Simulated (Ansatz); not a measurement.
Geometry optimisation, RKS PBE0-D4/6-31G* (Ansatz 0.2.0).

input.yaml

```yaml
crystal:
  periodic: [false, false, false]
  atoms:
    - { symbol: Al, position_ang: [-0.5532, -1.5272, 0.0707] }
    - { symbol: O, position_ang: [1.2022, -0.3129, -0.3544] }
    - { symbol: F, position_ang: [-1.3099, -1.8136, -1.3497] }
    - { symbol: F, position_ang: [-0.2421, -2.6092, 1.2472] }
    - { symbol: H, position_ang: [-0.618, 1.1875, 0.7634] }
    - { symbol: F, position_ang: [-1.3572, 0.2435, 0.8863] }
    - { symbol: H, position_ang: [0.9193, 0.8865, -0.0185] }
    - { symbol: O, position_ang: [0.3225, 1.9437, 0.367] }
    - { symbol: H, position_ang: [1.655, -0.3669, -1.1905] }
    - { symbol: H, position_ang: [-0.0185, 2.3685, -0.4216] }
basis:
  gaussian: { orbitals: "6-31G*" }
hamiltonian:
  xc: pbe0
  dispersion: d4
relax:
  f_tol: 0.15
  max_steps: 25
  restrain:
    - { distance: [0, 5], at: 1.78, k: 30.0 }
    - { distance: [4, 7], at: 0.97, k: 30.0 }
    - { distance: [6, 1], at: 0.97, k: 30.0 }
    - { distance: [0, 1], at: 3.17, k: 30.0 }
    - { distance: [4, 5], at: 2.18, k: 30.0 }
    - { distance: [6, 7], at: 2.27, k: 30.0 }
```

Run as:

```bash
$ ansatz run input.yaml --threads 2 --pin off --max-ram 3072MiB --backend cpu --events-out ev --progress --plain --runs-dir out
```

Task: Where does it end, and by what steps?

Result: It converged. The restraints hold the end off the free minimum. After 9 steps the energy has fallen by 0.409 eV (the restraints' own energy left out); H7 moved furthest, 0.78 Å. Parted: Al1–O2. Joined: O2–H7, H5–O8.

| step | energy less start (eV) | largest force component (eV/Å) | accepted |
| --- | --- | --- | --- |
| 0 | 0.0000 | 4.265 | yes |
| 1 | -0.2194 | 4.322 | yes |
| 2 | -0.2066 | 6.168 | yes |
| 3 | -0.1866 | 2.744 | yes |
| 4 | -0.3019 | 1.661 | yes |
| 5 | -0.3372 | 1.808 | yes |
| 6 | -0.3181 | 1.867 | no |
| 7 | -0.4026 | 1.822 | yes |
| 8 | -0.4057 | 1.772 | yes |
| 9 | -0.4086 | 1.759 | yes |

```xyz
10
Properties=species:S:1:pos:R:3
Al -0.993 -1.565 0.299
O 1.809 -0.315 -0.400
F -1.187 -1.656 -1.325
F -0.538 -2.854 1.194
H -0.481 1.648 0.852
F -1.629 -0.182 1.104
H 1.621 0.623 -0.234
O 0.083 2.195 0.287
H 1.822 -0.391 -1.362
H -0.507 2.496 -0.414
```

Run time: 20 s on 2 threads of Intel(R) Xeon(R) Platinum 8488C (Sapphire Rapids), with other jobs on the host, peak memory 0.23 GiB.
